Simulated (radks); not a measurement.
Values are calculated unless marked as measured or tabulated.
Ag2+, 45 electrons, occupied as [Kr] 4d7 5s0.5 5p1.5 (fractional occupations, a model configuration).

Level of theory: scalar-relativistic Kohn-Sham, LDA (Slater exchange, Perdew-Wang correlation), spin-polarised, spherical densities, point nucleus; open shells are filled with parallel spins first (spin-orbit coupling, left out, can overturn this in heavy ions) (a radial shooting solver on a logarithmic mesh with Libxc functionals).

Energy parts (hartree):
total: -5308.95836
kinetic: 5514.23515
electron-nucleus: -12781.37985
Hartree: 2101.05043
exchange-correlation: -142.86409

Orbitals (lengths in bohr, moments of r in powers of bohr; r(90%) holds 90 % of the orbital's charge):
| orbital | occ. | eigenvalue (hartree) | <r^2> | <r^4> | <r> | r(90%) |
|---|---|---|---|---|---|---|
| 1s up | 1 | -931.0393 | 0.001311 | 4.466e-06 | 0.03114 | 0.0559 |
| 1s down | 1 | -931.0363 | 0.001311 | 4.465e-06 | 0.03114 | 0.0559 |
| 2s up | 1 | -138.2765 | 0.02150 | 0.0007941 | 0.1351 | 0.209 |
| 2s down | 1 | -138.2518 | 0.02150 | 0.0007940 | 0.1351 | 0.209 |
| 2p up | 3 | -124.2467 | 0.01693 | 0.0005686 | 0.1177 | 0.192 |
| 2p down | 3 | -124.2264 | 0.01692 | 0.0005684 | 0.1177 | 0.192 |
| 3s up | 1 | -26.42121 | 0.1559 | 0.03728 | 0.3692 | 0.544 |
| 3s down | 1 | -26.40255 | 0.1558 | 0.03721 | 0.3691 | 0.544 |
| 3p up | 3 | -21.81510 | 0.1574 | 0.03984 | 0.3681 | 0.554 |
| 3p down | 3 | -21.79491 | 0.1572 | 0.03973 | 0.3679 | 0.554 |
| 3d up | 5 | -14.53295 | 0.1426 | 0.03813 | 0.3460 | 0.548 |
| 3d down | 5 | -14.50721 | 0.1425 | 0.03797 | 0.3458 | 0.547 |
| 4s up | 1 | -4.80768 | 0.9200 | 1.263 | 0.9016 | 1.31 |
| 4s down | 1 | -4.71449 | 0.9176 | 1.256 | 0.9004 | 1.30 |
| 4p up | 3 | -3.44835 | 1.096 | 1.865 | 0.9796 | 1.44 |
| 4p down | 3 | -3.35279 | 1.093 | 1.856 | 0.9782 | 1.44 |
| 4d up | 5 | -1.47892 | 1.775 | 5.622 | 1.226 | 1.90 |
| 4d down | 2 | -1.38019 | 1.774 | 5.647 | 1.225 | 1.90 |
| 5s up | 0.5 | -0.98069 | 6.074 | 54.19 | 2.327 | 3.35 |
| 5s down | 0 | -0.88890 | 6.294 | 59.22 | 2.364 | 3.43 |
| 5p up | 1.5 | -0.69728 | 8.443 | 106.0 | 2.740 | 3.97 |
| 5p down | 0 | -0.61602 | 9.117 | 126.5 | 2.840 | 4.16 |

The highest occupied level is 5p up at -18.974 eV. The configuration is held as typed, so some empty levels lie below it. Summed over all electrons, <r^2> = 39.36 bohr^2, which gives a Langevin (diamagnetic) susceptibility term of -31.2 x 10^-6 cm^3/mol. The density falls to 0.001 e/bohr^3 at r = 4.11 bohr.
